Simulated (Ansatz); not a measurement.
AlH3Se3, SMILES `[SeH][Al]([SeH])[SeH]`, relaxed with RKS PBE-D4/def2-SVP in Ansatz 0.2.0 from a rough embedded geometry. The force threshold is 0.03 eV/Å; the program also tests the step.

Total charge 0; spin multiplicity 1.

Start:

```xyz
7

Se    2.012   -1.359   -0.380
Al    0.387    0.041    0.554
Se   -1.390   -0.912    1.808
Se    0.437    2.450    0.235
H     1.198   -1.494   -1.712
H    -2.277   -1.033    0.535
H    -0.369    2.308   -1.039
```

(1) How much energy does the relaxation release, and in how many steps? (Estimate.)

(2) Which bonds change most? (Best estimate.)

(3) Give the relaxed structure. (Estimate.)

## Answers

(1) The calculation gave: 0.88 eV, in 15 steps, 1 of them rejected.

(2) Computed: Al2–Se4 from 2.431 to 2.335 Å; Se1–H5 from 1.567 to 1.486 Å; Se3–H6 from 1.556 to 1.487 Å; Al2–Se3 from 2.375 to 2.331 Å.

(3) Computed: 
```xyz
7

Se    1.564   -1.605   -0.805
Al   -0.075   -0.296    0.216
Se   -1.411   -1.363    1.801
Se   -0.429    1.968   -0.238
H     2.238   -0.403   -1.360
H    -2.360   -0.218    1.805
H     0.473    1.918   -1.418
```
